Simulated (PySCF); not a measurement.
Fractional electron number in N²⁺ (nitrogen, charge +2)

The 2p alpha orbital of [He] 2s2 2p1 is emptied in steps (occupation f), with all orbitals relaxed, ending at [He] 2s2. All numbers are calculated (PySCF 2.14, scalar relativity by spin-free X2C-1e, in aug-cc-pVTZ-DK). The exact energy is a straight line in f; departures are measured from the line between the end points of the same method.

| f | UHF (eV) | LDA (eV) | PBE (eV) | PBE0 (eV) | r2SCAN (eV) | LC-wPBE (eV) | BHandHLYP (eV) | wB97X (eV) | CAM-B3LYP (eV) | r2SCAN0 (eV) |
| --- | --- | --- | --- | --- | --- | --- | --- | --- | --- | --- |
| 1 | 0.000 | 0.000 | 0.000 | 0.000 | 0.000 | 0.000 | 0.000 | 0.000 | 0.000 | 0.000 |
| 0.75 | 0.133 | -1.747 | -1.725 | -1.263 | -1.569 | -0.731 | -0.810 | -0.747 | -0.990 | -1.150 |
| 0.5 | 0.174 | -2.333 | -2.298 | -1.679 | -2.070 | -0.967 | -1.071 | -0.981 | -1.312 | -1.514 |
| 0.25 | 0.128 | -1.748 | -1.715 | -1.251 | -1.532 | -0.713 | -0.794 | -0.716 | -0.973 | -1.120 |
| 0 | 0.000 | 0.000 | 0.000 | 0.000 | 0.000 | 0.000 | 0.000 | 0.000 | 0.000 | 0.000 |

Question: For wB97X, how does the orbital energy at f = 1 compare with the removal energy?

Answer: −ε = 43.745 eV against a total-energy difference of 47.759 eV. By Janak's theorem ε = ∂E/∂f, so the gap between them reflects the curvature. Along the path −ε is 45.798 (f = 0.75), 47.837 (f = 0.5), 49.776 (f = 0.25) eV.

```
   method  E(f=0) − E(f=1) (eV)  −ε at f=1 (eV)  −ε at f=0.5 (eV)
      UHF                47.261          47.987            47.247
      LDA                47.829          38.545            47.826
      PBE                47.981          38.799            48.004
     PBE0                47.966          41.225            47.997
   r2SCAN                48.183          39.744            48.284
  LC-wPBE                48.137          44.227            48.183
BHandHLYP                48.094          43.757            48.135
    wB97X                47.759          43.745            47.837
CAM-B3LYP                48.189          42.898            48.233
  r2SCAN0                48.143          41.943            48.227
```

Reference removal energy between the ground levels: 47.445 eV (semi-empirical (NIST evaluation); NIST Atomic Spectra Database, ionization energies). The calculation has no spin-orbit coupling. UHF lacks correlation.
